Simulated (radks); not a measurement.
Results of a calculation; reference values are marked as such.
Problem. Hf61+, 11 electrons, occupied as [Ne] 3s1. Level of theory: Dirac Kohn-Sham, exchange-only PBE, spin-unpolarised, spherical densities, finite nucleus; Fermi nuclear charge, rms radius 5.347 fm (a radial shooting solver on a logarithmic mesh with Libxc functionals). Some entries of the table are withheld. Estimate them.

orbital  occ.  eigenvalue (hartree)  <r^2> (bohr^2)  <r> (bohr)
1s1/2       2                   (1)       0.0004943     0.01897
2s1/2       2             -589.2890        0.007333     0.07853
2p1/2       2             -573.8013        0.005228     0.06498
2p3/2       4             -528.4385        0.006348     0.07237
3s1/2       1                   (2)             (3)      0.1885
3p1/2       0                   (4)             (5)      0.1767
3p3/2       0                   (6)             (7)      0.1875
4s1/2       0             -131.8265          0.1361      0.3472

Solution. 
(1) 1s1/2 eigenvalue (hartree): -2586.486
(2) 3s1/2 eigenvalue (hartree): -243.5881
(3) 3s1/2 <r^2> (bohr^2): 0.04063
(4) 3p1/2 eigenvalue (hartree): -238.2121
(5) 3p1/2 <r^2> (bohr^2): 0.03628
(6) 3p3/2 eigenvalue (hartree): -225.8639
(7) 3p3/2 <r^2> (bohr^2): 0.04066
